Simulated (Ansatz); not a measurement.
The first iterations of a band of ClH$_{3}$Sn (5 atoms, charge 0, multiplicity 1).

Computed with RKS PBE/def2-TZVP in Ansatz 0.2.0.

```
movable images  : 9
climbing image  : yes
spring          : 5.0 eV/Å²
optimiser       : quadratic models (default)
start path      : straight line
force threshold : 0.03 eV/Å
iteration limit : 60
end points      : relaxed
```

Image 0:

```xyz
5
Properties=species:S:1:pos:R:3
Sn 0.325 0.000 0.072
Cl 0.724 0.000 2.395
H 1.872 0.000 -0.665
H -0.565 1.427 -0.266
H -0.565 -1.427 -0.266
```

Image 10:

```xyz
5
Properties=species:S:1:pos:R:3
Sn -0.267 0.000 -0.904
Cl 1.573 0.000 1.373
H 2.683 0.000 0.710
H -1.098 1.270 0.045
H -1.098 -1.270 0.045
```

| iteration | highest image above the first end (eV) | largest band force component (eV/Å) |
| --- | --- | --- |
| 1 | 2.903 | 3.617 |
| 2 | 2.071 | 2.098 |

Problem. Does the band converge within its limit, and where does its top end?

Solution. It converged. It ended after 7 iterations with the highest image 1.729 eV above the first end. Another band between the same ends (9 images) ends at a top of the same energy, where a vibrational analysis finds 1 clearly imaginary mode. The orbitals stay closed-shell, which can raise the energy where a bond breaks towards radicals; this wasn't checked here.

The run took 91 s on 2 threads of Arm Neoverse V1, on a shared host, peak memory 0.16 GiB.
